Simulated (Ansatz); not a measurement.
Ansatz (a first-principles code) input (PBE0/def2-TZVPD):

Ansatz 0.2 input:
```yaml
crystal:
  periodic: [false, false, false]
  atoms:
    - {symbol: Sn, position_ang: [-0.26688993, 0.12455399, -0.09800237]}
    - {symbol: O, position_ang: [1.62770118, -0.57396192, 0.51432448]}
    - {symbol: H, position_ang: [-1.13628801, -0.36346601, 1.42130985]}
    - {symbol: H, position_ang: [-0.76682618, -1.41584919, -0.92234937]}
    - {symbol: H, position_ang: [2.22600130, 0.14331082, 0.28656241]}
basis:
  gaussian:
    orbitals: def2-TZVPD
hamiltonian:
  xc: {name: PBE0}
total_charge: -1
output: {forces: true}
```

Output:

```
Functional definition: PBE0
integrals: 0.04 GiB planned
825 factors; their error is unknown
mean field: 0.39 GiB planned
mean field evaluation 1: about -7926.3248 eV, gradient 1.8e1 eV
mean field evaluation 2: about -7926.3311 eV, gradient 2.0e1 eV
mean field evaluation 4: about -7927.1814 eV, gradient 2.0e0 eV
mean field evaluation 8: about -7927.1876 eV, gradient 3.0e-2 eV
mean field evaluation 16: about -7927.2678 eV, gradient 3.4e-5 eV
mean field -7927.26775628 eV, -291.3217167484 hartree, gradient 3.4e-5 eV, S^2 0.000000; 0 other end points of the search recorded, 0 dependent functions left out
the calculation of the forces begins
reference -7927.26778977 eV, -291.3217179789 hartree; 17, 17 occupied and 106, 106 virtual orbitals, 825 factors
Total energy: -7927.26778977 eV, -291.3217179789 hartree
Atom 0 at    -0.266890     0.124554    -0.098002 Å, force     0.101300    -0.186015     0.099497 eV/Å
Atom 1 at     1.627701    -0.573962     0.514324 Å, force    -0.125478     0.167937    -0.095190 eV/Å
Atom 2 at    -1.136288    -0.363466     1.421310 Å, force     0.060125     0.025217    -0.094079 eV/Å
Atom 3 at    -0.766826    -1.415849    -0.922349 Å, force     0.036415     0.092753     0.056325 eV/Å
Atom 4 at     2.226001     0.143311     0.286562 Å, force    -0.072361    -0.099891     0.033447 eV/Å
Dipole moment:     0.010997     0.424953    -0.189085 e Å
```

It need not be the lowest isomer of its formula. Whether it binds its extra electron was not tested at this geometry.
